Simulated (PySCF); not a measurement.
Isomers of C7H5F3O, mass 162.029 u with the commonest isotopes. Method: PBE0/pcSseg-1 in PySCF (dipole) on a GFN2-xTB geometry, gas phase. One conformer each, none proved a minimum here; rigid rotors.

Question: Order these by radius of gyration √(Σ m r²/M), largest first.
A. `[CH2:1]=[C:2]1[CH:3]=[C:4]([O:5][C:6]([F:7])([F:8])[F:9])[C:10]1=[CH2:11]` with C3–C4–O5–C6 0°
B. `[F:1][C:2]([F:3])([F:4])[O:5][c:6]1[cH:7][cH:8][cH:9][cH:10][cH:11]1` with C2–O5–C6–C7 180°
C. `[CH2:1]=[C:2]=[C:3]=[C:4]([CH3:5])[C:6](=[O:7])[C:8]([F:9])([F:10])[F:11]` with C3–C4–C6–O7 180°
D. `[F:1][C:2]1=[C:3]([CH:4]([F:5])[F:6])[C@@H:7]2[CH:8]=[CH:9][C@H:10]1[O:11]2` with C2–C3–C4–F5 -114°
E. `[CH3:1][C:2]#[C:3]/[CH:4]=[CH:5]/[C:6](=[O:7])[C:8]([F:9])([F:10])[F:11]` with C4–C5–C6–O7 0°

Answer: E (2.896 Å), A (2.394 Å), B (2.326 Å), C (2.265 Å), D (2.115 Å).

Question: Order these by out-of-plane moment Σ m c² = (Ia + Ib − Ic)/2, largest first.
A. `[OH:1][c:2]1[cH:3][c:4]([F:5])[cH:6][c:7]([CH:8]([F:9])[F:10])[cH:11]1` with H–O1–C2–C3 0°, C6–C7–C8–F9 122°
B. `[OH:1][c:2]1[cH:3][cH:4][cH:5][c:6]([C:7]([F:8])([F:9])[F:10])[cH:11]1` with H–O1–C2–C3 180°
C. `[F:1][C:2]1=[C:3]([CH:4]([F:5])[F:6])[C@@H:7]2[CH:8]=[CH:9][C@H:10]1[O:11]2` with C2–C3–C4–F5 -114°
D. `[CH3:1][C:2]#[C:3]/[CH:4]=[CH:5]/[C:6](=[O:7])[C:8]([F:9])([F:10])[F:11]` with C4–C5–C6–O7 0°
E. `[F:1][C:2]([F:3])([F:4])[O:5][c:6]1[cH:7][cH:8][cH:9][cH:10][cH:11]1` with C2–O5–C6–C7 180°

Answer: C (98.82 u·Å²), D (45.66 u·Å²), A (44.51 u·Å²), B (43.86 u·Å²), E (43.55 u·Å²).

Question: Order these by rotational constant A, largest first.
A. `[OH:1][c:2]1[cH:3][cH:4][cH:5][c:6]([C:7]([F:8])([F:9])[F:10])[cH:11]1` with H–O1–C2–C3 180° (3-(trifluoromethyl)phenol)
B. `[CH2:1]=[C:2]1[CH:3]=[C:4]([O:5][C:6]([F:7])([F:8])[F:9])[C:10]1=[CH2:11]` with C3–C4–O5–C6 0°
C. `[OH:1][c:2]1[cH:3][c:4]([F:5])[cH:6][c:7]([CH:8]([F:9])[F:10])[cH:11]1` with H–O1–C2–C3 0°, C6–C7–C8–F9 122°
D. `[F:1][C:2]1=[C:3]([CH:4]([F:5])[F:6])[C@@H:7]2[CH:8]=[CH:9][C@H:10]1[O:11]2` with C2–C3–C4–F5 -114°
E. `[CH2:1]=[CH:2][C:3]1=[C:4]([O:5][C:6]([F:7])([F:8])[F:9])[C:10]1=[CH2:11]` with C1–C2–C3–C4 179°, C3–C4–O5–C6 -1°
F. `[CH2:1]=[C:2]=[C:3]=[C:4]([CH3:5])[C:6](=[O:7])[C:8]([F:9])([F:10])[F:11]` with C3–C4–C6–O7 180°
G. `[F:1][C:2]([F:3])([F:4])[O:5][c:6]1[cH:7][cH:8][cH:9][cH:10][cH:11]1` with C2–O5–C6–C7 180° (PhOCF3)
H. `[CH3:1][C:2]#[C:3]/[CH:4]=[CH:5]/[C:6](=[O:7])[C:8]([F:9])([F:10])[F:11]` with C4–C5–C6–O7 0°

Answer: G (2871 MHz), H (2757 MHz), B (2486 MHz), A (2141 MHz), E (1826 MHz), D (1745 MHz), C (1559 MHz), F (1429 MHz).

```json
{"SMILES": "FC(F)(F)Oc1ccccc1", "point group": "Cs", "Ia (u·Å²)": "176.05", "Ib (u·Å²)": "744.21", "Ic (u·Å²)": "833.16", "κ": "-0.94", "μa (D)": "2.73", "μb (D)": "0.13", "μc (D)": "0.00"}
{"SMILES": "C=C1C=C(OC(F)(F)F)C1=C", "point group": "Cs", "Ia (u·Å²)": "203.25", "Ib (u·Å²)": "768.78", "Ic (u·Å²)": "885.20", "κ": "-0.91", "μa (D)": "1.61", "μb (D)": "0.11", "μc (D)": "0.00"}
{"SMILES": "CC#C/C=C/C(=O)C(F)(F)F", "point group": "–", "Ia (u·Å²)": "183.28", "Ib (u·Å²)": "1221.21", "Ic (u·Å²)": "1313.16", "κ": "-0.98", "μa (D)": "5.32", "μb (D)": "1.50", "μc (D)": "0.03"}
{"SMILES": "FC1=C(C(F)F)[C@@H]2C=C[C@H]1O2", "point group": "C1", "Ia (u·Å²)": "289.64", "Ib (u·Å²)": "533.85", "Ic (u·Å²)": "625.84", "κ": "-0.70", "μa (D)": "1.66", "μb (D)": "0.42", "μc (D)": "1.38"}
{"SMILES": "Oc1cccc(C(F)(F)F)c1", "point group": "C1", "Ia (u·Å²)": "236.08", "Ib (u·Å²)": "681.20", "Ic (u·Å²)": "829.56", "κ": "-0.83", "μa (D)": "1.98", "μb (D)": "0.34", "μc (D)": "0.08"}
{"SMILES": "Oc1cc(F)cc(C(F)F)c1", "point group": "Cs", "Ia (u·Å²)": "324.24", "Ib (u·Å²)": "665.46", "Ic (u·Å²)": "900.69", "κ": "-0.60", "μa (D)": "2.50", "μb (D)": "0.04", "μc (D)": "0.02"}
{"SMILES": "C=C=C=C(C)C(=O)C(F)(F)F", "point group": "Cs", "Ia (u·Å²)": "353.55", "Ib (u·Å²)": "523.17", "Ic (u·Å²)": "785.32", "κ": "-0.18", "μa (D)": "4.19", "μb (D)": "0.34", "μc (D)": "0.00"}
{"SMILES": "C=CC1=C(OC(F)(F)F)C1=C", "point group": "near Cs", "Ia (u·Å²)": "276.71", "Ib (u·Å²)": "698.48", "Ic (u·Å²)": "888.43", "κ": "-0.75", "μa (D)": "1.09", "μb (D)": "1.40", "μc (D)": "0.00"}
```
